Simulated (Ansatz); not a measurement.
Two isomers of C3H7BO: A = `CB(C)C=O`, B = `BCC1CO1`.

Program: Ansatz. Geometries: PBE0-D4/def2-TZVP. ΔE: electronic, gas phase. CBS: MP2 limit from def2 TZ/QZ plus the TZ coupled-cluster correction, frozen cores. DFT in def2-TZVPP. B3LYP here is the variant with VWN-RPA as its local correlation; programs differ in this. Each species was taken in one conformer, which may not be the lowest.

(1) Which is lower in electronic energy at CCSD(T)/CBS, and by how much? (Best estimate.)

(2) Give E(B) − E(A) in kcal/mol with MP2/def2-TZVPP, CCSD/def2-TZVPP, B3LYP-D4, CCSD(T)/def2-TZVPP, r2SCAN-D4, ωB97M-V, B2PLYP. (Estimate.)

Largest T1 diagnostic: 0.014.

Answers

(1) The calculation gave: A, by 37.4 kcal/mol.

(2) Ansatz gave: MP2/def2-TZVPP 36.1, CCSD/def2-TZVPP 37.2, B3LYP-D4 40.3, CCSD(T)/def2-TZVPP 37.4, r2SCAN-D4 38.2, ωB97M-V 37.4, B2PLYP 39.3. None reverses the order clearly.

In def2-TZVPP, CCSD(T) changes the Hartree–Fock value by −1.7 kcal/mol (the triples alone add +0.1 kcal/mol) and MP2 by −2.9 kcal/mol. From PBE to PBE0 (25 % exact exchange), in def2-TZVPP and without D4, E(B) − E(A) moves by −1.8 kcal/mol.
